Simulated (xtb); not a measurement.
C2H6ClGa, charge +1, doublet, at a GFN2-xTB geometry (such geometries of metal compounds can be far from the true shape) (a state made from the parent by changing its charge; the spin is typed, not shown lowest); xtb with GFN1-xTB.

The xtb input:
```
$ xtb mol.xyz --gfn 1 --chrg 1 --uhf 1 --etemp 3000 --json

# file mol.xyz
10

Ga    -0.11318702     0.04469571    -0.08248336
C     -1.92172568    -0.98294550    -0.55503717
H     -1.85733445    -1.24248750    -1.61332384
H     -2.74321140    -0.29652337    -0.34397420
H     -1.91352618    -1.85857301     0.09676954
C     -0.37592146     1.89024885    -1.11933910
H     -0.66734654     1.64329702    -2.14141930
H      0.59865420     2.37779450    -1.05496299
H     -1.15677370     2.43270961    -0.58316277
Cl     1.47260108    -0.58150613     1.07313619
```

Output, abridged:

```
   ID    Z sym.   atoms
    1   31 Ga     1
    2    6 C      2, 6
    3    1 H      3-5, 7-9
    4   17 Cl     10

           -------------------------------------------------
          |                Calculation Setup                |
           -------------------------------------------------

           -------------------------------------------------
          |                 G F N 1 - x T B                 |
           -------------------------------------------------

          ...................................................
          :                      SETUP                      :
          :.................................................:
          :  # basis functions                  40          :
          :  # atomic orbitals                  38          :
          :  # shells                           22          :
          :  # electrons                        23          :
          :  # halogen bonds                     0          :
          :  max. iterations                   250          :
          :  Hamiltonian                  GFN1-xTB          :
          :  restarted?                      false          :
          :  GBSA solvation                  false          :
          :  PC potential                    false          :
          :  electronic temp.         3000.0000000     K    :
          :  accuracy                    1.0000000          :
          :  -> integral cutoff          0.2500000E+02      :
          :  -> integral neglect         0.1000000E-07      :
          :  -> SCF convergence          0.1000000E-05 Eh   :
          :  -> wf. convergence          0.2000000E-04 e    :
          :  Broyden damping             0.4000000          :
          :  net charge                          1          :
          :  unpaired electrons                  1          :
          ...................................................

 iter      E             dE          RMSdq      gap      omega  full diag
   1    -12.6617587 -0.126618E+02  0.676E+00    4.80       0.0  T
   2    -12.6761897 -0.144310E-01  0.375E+00    4.55       1.0  T
   3    -12.6671524  0.903733E-02  0.175E+00    4.84       1.0  T
   4    -12.6804170 -0.132647E-01  0.199E-01    4.65       1.0  T
   5    -12.6804929 -0.758579E-04  0.552E-02    4.67       1.0  T
   6    -12.6805146 -0.217050E-04  0.867E-03    4.66       3.6  T
   7    -12.6805152 -0.619733E-06  0.339E-03    4.66       9.3  T
   8    -12.6805153 -0.859935E-07  0.935E-04    4.66      33.8  T
   9    -12.6805153 -0.506358E-08  0.508E-04    4.66      62.3  T
  10    -12.6805153 -0.239523E-08  0.729E-06    4.66    4338.4  T
  11    -12.6805153 -0.438760E-12  0.186E-06    4.66   17016.2  T

   *** convergence criteria satisfied after 11 iterations ***

         :::::::::::::::::::::::::::::::::::::::::::::::::::::
         ::                     SUMMARY                     ::
         :::::::::::::::::::::::::::::::::::::::::::::::::::::
         :: total energy             -12.565905236813 Eh    ::
         :: gradient norm              0.046076452463 Eh/a0 ::
         :: HOMO-LUMO gap              4.658965130445 eV    ::
         ::.................................................::
         :: SCC energy               -12.680515321929 Eh    ::
         :: -> electrostatic           0.093902006276 Eh    ::
         :: repulsion energy           0.117540942361 Eh    ::
         :: dispersion energy         -0.002930857245 Eh    ::
         :: halogen bond corr.         0.000000000000 Eh    ::
         :: add. restraining           0.000000000000 Eh    ::
         :: total charge               1.000000000033 e     ::
         :::::::::::::::::::::::::::::::::::::::::::::::::::::

           -------------------------------------------------
          |                Property Printout                |
           -------------------------------------------------

    * Orbital Energies and Occupations

         #    Occupation            Energy/Eh            Energy/eV
      -------------------------------------------------------------
         1        2.0000           -1.1038380             -30.0370
         2        2.0000           -0.8124650             -22.1083
         3        2.0000           -0.8085292             -22.0012
         4        2.0000           -0.7364997             -20.0412
         5        2.0000           -0.7122965             -19.3826
         6        2.0000           -0.7121485             -19.3785
         7        1.9999           -0.7061312             -19.2148
         8        1.9999           -0.7059441             -19.2097
         9        1.9834           -0.6523223             -17.7506
        10        1.9824           -0.6517653             -17.7354
        11        1.9223           -0.6370685             -17.3355
        12        1.1120           -0.5939104             -16.1611 (HOMO)
        13        0.0001           -0.4226966             -11.5022 (LUMO)
        14                         -0.3428298              -9.3289
        15                         -0.3079322              -8.3793
        16                         -0.3068482              -8.3498
        17                         -0.3024562              -8.2303
        18                         -0.2983543              -8.1186
        19                         -0.2777536              -7.5581
        20                         -0.2608872              -7.0991
        21                         -0.2375186              -6.4632
        22                         -0.2338496              -6.3634
        23                         -0.2334740              -6.3532
       ...                                ...                  ...
        38                          0.4354592              11.8494
      -------------------------------------------------------------
                  HL-Gap            0.1712138 Eh            4.6590 eV
             Fermi-level           -0.5608998 Eh          -15.2629 eV

  Mulliken/CM5 charges         n(s)   n(p)   n(d)
     1Ga    0.52337  0.48143   1.264  0.828  0.385
     2C    -0.08655 -0.22519   1.066  3.021  0.000
     3H     0.09372  0.14517   0.906  0.000  0.000
     4H     0.09152  0.14298   0.908  0.000  0.000
     5H     0.09826  0.14996   0.902  0.000  0.000
     6C    -0.08655 -0.22519   1.066  3.021  0.000
     7H     0.09152  0.14298   0.908  0.000  0.000
     8H     0.09826  0.14996   0.902  0.000  0.000
     9H     0.09372  0.14517   0.906  0.000  0.000
    10Cl    0.08273  0.09275   1.888  5.034 -0.005

Wiberg/Mayer (AO) data.
largest (>0.10) Wiberg bond orders for each atom

 ---------------------------------------------------------------------------
     #   Z sym  total        # sym  WBO       # sym  WBO       # sym  WBO
 ---------------------------------------------------------------------------
     1  31 Ga   2.965 --    10 Cl   1.355     6 C    0.678     2 C    0.678
     2   6 C    3.745 --     4 H    0.945     3 H    0.941     5 H    0.940
                             1 Ga   0.678     6 C    0.126    10 Cl   0.108
     3   1 H    0.990 --     2 C    0.941
     4   1 H    0.990 --     2 C    0.945
     5   1 H    0.989 --     2 C    0.940
     6   6 C    3.745 --     7 H    0.945     9 H    0.941     8 H    0.940
                             1 Ga   0.678     2 C    0.126    10 Cl   0.108
     7   1 H    0.990 --     6 C    0.945
     8   1 H    0.989 --     6 C    0.940
     9   1 H    0.990 --     6 C    0.941
    10  17 Cl   1.581 --     1 Ga   1.355     6 C    0.108     2 C    0.108
 ---------------------------------------------------------------------------

Topologies differ in total number of bonds
Writing topology from bond orders to xtbtopo.mol

 dipole moment from electron density (au)
     X       Y       Z
  -1.1841   0.4676  -0.8629  total (Debye):    3.909

           -------------------------------------------------
          | TOTAL ENERGY              -12.565905236813 Eh   |
          | GRADIENT NORM               0.046076452463 Eh/α |
          | HOMO-LUMO GAP               4.658965130445 eV   |
           -------------------------------------------------

normal termination of xtb
```
